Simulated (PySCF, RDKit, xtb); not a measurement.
Internal rotation in C10H7FS, SMILES Fc1ccccc1-c1cccs1. Scanned: dihedral C2–C7–C8–S12; all other coordinates were relaxed at GFN2-xTB. Points at φ and −φ are mirror images. Heavy atoms are numbered in the order of the SMILES Fc1ccccc1-c1cccs1, hydrogens after them in the order of the atoms that carry them; the mirror image has the same energies with the sign of each dihedral reversed.

Levels of theory: GFN1-xTB // GFN2-xTB (xtb); RHF/LANL2DZ = restricted Hartree-Fock/LANL2DZ, with its core potentials past Ne // GFN2-xTB run with PySCF; UFF // GFN2-xTB (RDKit).

Energies in mEh, each method relative to its own lowest point.

```
φ / °  GFN1-xTB  RHF/LANL2DZ  UFF
-----  --------  -----------  ---
-150        0.6          0.0  1.7
-120        4.1          1.8  3.2
-90         6.5          2.8  6.4
-60         4.2          2.4  2.1
-30         1.5          3.3  0.0
0           0.6          4.9  3.3
30          1.5          3.3  0.0
60          4.2          2.4  2.1
90          6.5          2.8  6.4
120         4.1          1.8  3.2
150         0.6          0.0  1.7
180         0.0          0.2  5.8
```
